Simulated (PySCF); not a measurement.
**NMR parameters of [AlCl6]3-**

[AlCl6]3-, point group Oh.

Geometry (Å), atoms numbered from 1 in this order:
```xyz
7

Al    0.0140   -0.0160   -0.0095
Cl    0.0029   -0.0260    2.3952
Cl    0.0248   -0.0041   -2.4152
Cl    2.4211    0.0024    0.0007
Cl   -2.3959   -0.0316   -0.0200
Cl   -0.0060    2.3911   -0.0039
Cl    0.0309   -2.4180   -0.0159
```

Total charge -3.

GIAO calculations in PySCF 2.14 on the PBE0-D3(BJ)/def2-SVP structure: isolated species, non-relativistic, equivalent atoms averaged; basis pcSseg-1 (pcSseg-2 on Al).

Problem. Give the isotropic shieldings (ppm) with B3LYP, PBE, PBE0.

Solution. 
| atoms | environment | B3LYP | PBE | PBE0 |
| --- | --- | --- | --- | --- |
| Cl2/Cl3/Cl4/Cl5/Cl6/Cl7 | chlorine bonded to Al | 846 | 827 | 860 |
| Al1 | aluminium bonded to 6 Cl | 541.6 | 532.7 | 550.6 |
| HOMO–LUMO gap (eV) | – | 7.17 | 5.42 | 7.71 |

Problem. And the chemical shifts, against references computed in the same way?

Solution. 
```
                  atoms  nucleus, reference  B3LYP   PBE  PBE0
Cl2/Cl3/Cl4/Cl5/Cl6/Cl7           35Cl, HCl     84   107    83
                    Al1  27Al, [Al(H2O)6]3+   29.5  28.1  25.6
```

Problem. Which part of the shielding of Cl2/Cl3/Cl4/Cl5/Cl6/Cl7 depends on the functional?

Solution. Diamagnetic: B3LYP 1150, PBE 1149, PBE0 1149 ppm; paramagnetic: B3LYP -304, PBE -323, PBE0 -289 ppm. The diamagnetic part, set mainly by inner electrons, hardly moves; the paramagnetic part goes with low-lying magnetically allowed excitations and carries the spread.

The ion is multiply charged and has no counter-ions or solvent here.
